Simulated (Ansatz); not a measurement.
## Heat of formation of C2H3I (vinyl iodide) from total energies

C2H3I has 6 atoms, charge 0, and is taken as a singlet. As SMILES, `C=CI`. The coordinates come from a PBE0-D4/def2-TZVP relaxation.

Total energies at CAM-B3LYP/def2-SVP (core potential) (Ansatz 0.2.0); the atoms run unrestricted:

```
species    state  energy (Eh)
  C2H3I  singlet  -375.576228
      C  triplet   -37.791544
      I  doublet  -297.677250
      H  doublet    -0.497895
```

Harmonic wavenumbers at PBE0-D4/def2-TZVP, in cm⁻¹: 312, 560, 563, 948, 986, 1004, 1260, 1407, 1667, 3154, 3220, 3250.

Measured heats of formation of the gaseous atoms at 298.15 K, in kJ/mol: C 716.9, I 106.8, H 218.0. Spin-orbit lowering of the atoms at 298 K (mean of the ground term's levels less their thermal mean, from spectra), in kJ/mol: C 0.02, I 30.32. Take 1 Eh = 2625.50 kJ/mol, 1 cm⁻¹ = 0.0119627 kJ/mol, RT = 2.479 kJ/mol.

What heat of formation follows?


1. Electronic atomisation energy: 2 × (-37.791544) + (-297.677250) + 3 × (-0.497895) − (-375.576228) = 0.822205 Eh = 2158.7 kJ/mol.
2. Zero-point energy: half the sum of the wavenumbers, 9165.5 cm⁻¹ = 109.6 kJ/mol.
3. Thermal vibrational enthalpy, Σ hcν̃/(exp(hcν̃/kT) − 1): 2.4 kJ/mol. Translation, rotation and pV of a non-linear molecule: 4 RT = 9.9 kJ/mol.
4. The 6 free atoms carry 5/2 RT each: 37.2 kJ/mol.
5. Spin-orbit coupling lowers the free atoms by 2 × 0.02 + 30.32 = 30.4 kJ/mol.
6. Atomisation enthalpy at 298 K: 2158.7 − 30.4 − 109.6 − 2.4 − 9.9 + 37.2 = 2043.6 kJ/mol.
7. Sum of the atoms' heats of formation: 2194.6 kJ/mol. Heat of formation: 2194.6 − 2043.6 = +151.0 kJ/mol.

The tabulated value is +130.6 kJ/mol (Active Thermochemical Tables), so this level is off by +20.4 kJ/mol, or 1.0 % of the atomisation enthalpy that the table implies (2063.9 kJ/mol). Anharmonicity and any spin-orbit splitting of the molecule are left out.
